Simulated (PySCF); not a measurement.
# Orbital picture of FeC

LDA at R = 1.670 Å; PySCF, no relativity, basis sets Fe def2-TZVPP, C def2-TZVPP. State: ³Δ (triplet), unpaired electrons σ ↑, δ ↑. Only the outer orbitals are listed, counted within each symmetry.

```csv
spin,orbital,occ.,ε (eV),on Fe (%),main shells (%)
α,7σ,1,-13.02,25,"73 C s, 12 Fe d, 9 Fe s"
α,3π,1,-7.17,80,"80 Fe d, 19 C p"
α,3π,1,-7.17,80,"80 Fe d, 19 C p"
α,8σ,1,-7.07,66,"64 Fe d, 19 C p, 14 C s"
α,1δ,1,-6.33,100,100 Fe d
α,1δ,1,-5.53,100,100 Fe d
α,9σ,1,-5.03,73,"60 Fe s, 26 C p"
α,4π,0,-3.53,39,"61 C p, 23 Fe p, 16 Fe d"
α,4π,0,-3.53,39,"61 C p, 23 Fe p, 16 Fe d"
α,10σ,0,-2.47,62,"39 C p, 26 Fe p, 22 Fe s"
β,2π,1,-55.07,100,100 Fe p
β,2π,1,-55.07,100,100 Fe p
β,7σ,1,-13.55,17,81 C s
β,3π,1,-6.46,51,"50 Fe d, 48 C p"
β,3π,1,-6.46,51,"50 Fe d, 48 C p"
β,8σ,1,-6.39,43,"44 C p, 41 Fe d, 12 C s"
β,1δ,1,-4.28,100,100 Fe d
β,9σ,0,-4.04,85,"60 Fe s, 24 Fe d, 16 C p"
β,1δ,0,-3.80,100,100 Fe d
β,4π,0,-3.09,58,"46 Fe d, 42 C p, 12 Fe p"
```

Question: Which are the highest filled and the lowest empty level, where do they sit, and how wide is the gap?

Answer: Highest filled β 1δ at -4.28 eV (in %: 100 Fe d); lowest empty β 9σ at -4.04 eV (in %: 60 Fe s, 24 Fe d, 16 C p); the gap at LDA is 0.24 eV.

```json
{"bond order (Mayer)": "2.96", "⟨S²⟩": "2.223", "charge on Fe (Mulliken, basis-dependent)": "0.16", "charge on Fe (Löwdin, basis-dependent)": "0.01", "dipole moment (positive dipole means Fe(−)C(+))": "-2.61 D", "polarisability along the bond": "68.4 bohr³", "polarisability across the bond": "42.3 bohr³"}
```

The state is the lowest single determinant that the PBE0 search found; with open d or f shells the true ground state can be another one.
